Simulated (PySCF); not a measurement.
Job for PySCF: R-B3LYP/LANL2DZ on C2H8Ge (SMILES C[CH2][GeH3]), a point of a torsion scan.

```python
from pyscf import gto, scf, dft, mp
from pyscf.data.elements import chemcore

mol = gto.M(
    atom='''
    C    -1.33098806    0.56543933    0.14511462
    C    -0.39253995   -0.62469633   -0.02843735
    Ge    1.07855585   -0.25743218   -1.29262843
    H    -2.03237009    0.62468433   -0.68476889
    H    -0.77537657    1.49975838    0.20167817
    H    -1.91623611    0.46319558    1.05860417
    H    -0.95479097   -1.50359080   -0.34576279
    H     0.06023146   -0.87556944    0.93404057
    H     1.89603780    0.90348912   -0.82287877
    H     0.58013713    0.08973920   -2.65950836
    H     1.99735773   -1.42955407   -1.43644557
    ''',
    basis='lanl2dz',
    ecp={'Ge': 'lanl2dz'},
    charge=0, spin=0, verbose=3, max_memory=1800)
mf = dft.RKS(mol, xc='b3lyp')
mf.conv_tol = 1e-8
mf.max_cycle = 100
mf.kernel()
if not mf.converged:
    mf = mf.newton().run(mf.mo_coeff, mf.mo_occ)
```

It printed:

```
converged SCF energy = -84.7668659247876
```

Self-consistency was reached.

Cost: about 4 core-seconds (a rough figure).
